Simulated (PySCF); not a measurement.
## SnI under electron impact: the energy ladder

PBE in PySCF with def2-TZVPPD on every atom (core potentials on Sn, I), for the lowest determinant that a PBE0 search found; no spin–orbit coupling.

| species | state (unpaired electrons) | Re (Å) | ωe (cm⁻¹) | energy of the minimum from the neutral (eV) | De (eV) | dissociates to |
| --- | --- | --- | --- | --- | --- | --- |
| SnI | doublet (π ↑) | 2.739 | 188 | 0.00 | 3.23 | Sn + I |
| SnI⁺ | singlet (closed shell) | 2.620 | 230 | 6.70 | 3.79 | Sn⁺ + I |
| SnI⁻ | triplet (π ↑↑) | 2.943 | 132 | -1.56 | 1.54 | Sn + I⁻ |

Question: Work out the lowest energy to break SnI into atoms, from its vibrational ground state.

Answer: D0 = De − ωe/2 = 3.23 − 0.01 = 3.22 eV (PBE/def2-TZVPPD).

Question: Work out the ionisation energy of the Sn atom at this level and the threshold of dissociative ionisation.

Answer: IE(Sn) = 6.70 + 3.79 − 3.23 = 7.26 eV, so Sn⁺ + I + e⁻ appears at D0 + IE(Sn) = 10.48 eV (PBE/def2-TZVPPD). The measured IE(Sn) is 7.344 eV (NIST ASD).

Question: Work out the electron affinity of the I atom and the threshold of dissociative attachment.

Answer: EA(I) = 3.23 − 1.54 − (-1.56) = 3.25 eV, so Sn + I⁻ needs D0 − EA(I) = -0.03 eV (negative: it is exothermic at zero electron energy) (PBE/def2-TZVPPD). The measured EA(I) is 3.059 eV.

Question: At which energy does ion-pair formation open?

Answer: Sn⁺ + I⁻ lies at D0 + IE(Sn) − EA(I) = 7.23 eV (PBE/def2-TZVPPD).

These are thermodynamic thresholds; the onsets seen under electron impact lie higher where the geometry changes, and cross-sections peak well above them.

Spin–orbit coupling is left out, which matters for elements this heavy, above all for dissociation energies. For an ion De counts to the pair picked by the measured ionisation energies or electron affinities, which need not be the lowest pair at this level. The highest Kohn–Sham level is positive in this anion. Much of that is self-interaction error, but it also means that the finite basis helps to hold the extra electron. States were picked by a PBE0 search and need not be the measured ground states.
